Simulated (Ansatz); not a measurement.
Isolated molecules relaxed with PBE0-D4/def2-TZVP in Ansatz; ΔE leaves out vibrations. CCSD(T)/CBS adds triple-zeta CCSD(T) − MP2 to the extrapolated MP2 energy (def2 sets, frozen cores). DFT in def2-TZVPP. For Ge outer-core shells are correlated without core-valence functions, which leaves a few kJ/mol of doubt a bond. Scalar relativity is left out up to krypton. One conformer a species, not always the lowest.

Reaction (redistribution): `[SiH3][SiH2][SiH2][GeH2][SiH2][GeH3]` + `N=C([SiH3])[SiH3]` → `[SiH3][SiH2][SiH2][GeH2][SiH2][SiH3]` + `N=[C]([SiH3])[GeH3]`

```json
{"level": "PBE0-D4", "ΔE (kJ/mol)": "18.9"}
{"level": "B2PLYP", "ΔE (kJ/mol)": "21.6"}
{"level": "PBE", "ΔE (kJ/mol)": "17.6"}
{"level": "PBE0", "ΔE (kJ/mol)": "19.3"}
{"level": "HF/def2-TZVPP", "ΔE (kJ/mol)": "23.9"}
{"level": "HF/def2-QZVPP", "ΔE (kJ/mol)": "24.2"}
{"level": "SCS-MP2/def2-QZVPP", "ΔE (kJ/mol)": "21.7"}
{"level": "CCSD/CBS(def2)", "ΔE (kJ/mol)": "21.0"}
```

Q: What does CCSD(T)/CBS give? (Best estimate.)

A: Computed: +20.2 kJ/mol. The listed levels differ from it by -1.3, 1.4, -2.6, -0.9, 3.7, 4.0, 1.5, 0.8 kJ/mol.

Largest T1 diagnostic among the species: 0.013.
